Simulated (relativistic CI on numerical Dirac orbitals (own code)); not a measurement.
## The spin-orbit constant of F⁺ from its measured fine structure

Problem. The ground term ³P of F⁺ (2s²2p⁴) has the measured levels J = 0: 489.7, J = 1: 341.1, J = 2: 0.0 cm⁻¹ (NIST Handbook of Basic Atomic Spectroscopic Data (Sansonetti and Martin, J. Phys. Chem. Ref. Data 34, 1559 (2005))). Test the interval rule and estimate ζ(2p).

Working.
1. In LS coupling E(J) − E(J − 1) = AJ. The intervals give A = -148.5 (J = 1), -170.6 (J = 2) cm⁻¹.
2. These values spread by 13 % of their mean, from second-order spin-orbit mixing with other terms and from spin-spin terms.
3. The whole width divided by the sum of the upper J values gives a mean A = -163.2 cm⁻¹.
4. For the Hund term of a shell that is more than half full, A = −ζ/2S with 2S = 2, so ζ = 326 cm⁻¹.

Check. The value calculated from Dirac-Coulomb-Breit radial functions of this configuration is ζ = 312 cm⁻¹, 5 % below the estimate from measurement. The same recipe applied to the calculated levels returns 321 cm⁻¹, which shows the bias of the recipe itself. Where the interval rule fails, the estimate is only rough.
